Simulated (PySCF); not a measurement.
**chlorobenzene: calculation against experiment**

**Experimental background.**

NIST CCCBDB Release 22 (SRD 101), experimental dipoles lists, for the gas: dipole moment 1.78 ± 0.06 D.

The runs below try to reproduce these values; the comparison stands at the end.

Chlorobenzene, C6H5Cl.
SMILES with atom numbers: `[Cl:1][c:2]1[cH:3][cH:4][cH:5][cH:6][cH:7]1` (hydrogens: H8 on C3; H9 on C4; H10 on C5; H11 on C6; H12 on C7)

Geometry (BHandHLYP/6-31+G*, Å), atoms numbered from 1 in this order:
```xyz
12
C6H5Cl angstrom
Cl     4.1420    0.4558    0.0211
C      2.4051    0.3153    0.0237
C      1.6309    1.4641    0.0446
C      0.2482    1.3456    0.0465
C     -0.3495    0.0932    0.0278
C      0.4409   -1.0474    0.0070
C      1.8247   -0.9426    0.0048
H      2.1030    2.4316    0.0589
H     -0.3593    2.2360    0.0626
H     -1.4238    0.0068    0.0294
H     -0.0164   -2.0235   -0.0076
H      2.4455   -1.8222   -0.0112
```

The PySCF runs (gas phase, on this BHandHLYP/6-31+G* geometry; no spin–orbit coupling):

```tsv
level	job	basis functions	wall time
BHandHLYP/6-31+G*, grid level 1	geometry optimisation from a GFN2-xTB start	140	34 s
```

Hardware: one thread of an Arm Neoverse V1, no GPU (shared host).

All basis functions are spherical.

**Comparison with experiment**

**Dipole moment.** Measured: 1.78 D (NIST CCCBDB Release 22 (SRD 101), experimental dipoles).

```csv
level,computed (D),computed − measured (D),% (from the printed values)
BHandHLYP/6-31+G*,1.94,+0.16,+9
```

The computed dipoles belong to one fixed geometry; measured ones are averaged over vibrations unless marked μe. Magnitudes are compared, not signs.

The geometry is computed, not the measured one. Where a level misses, the cause wasn't examined.
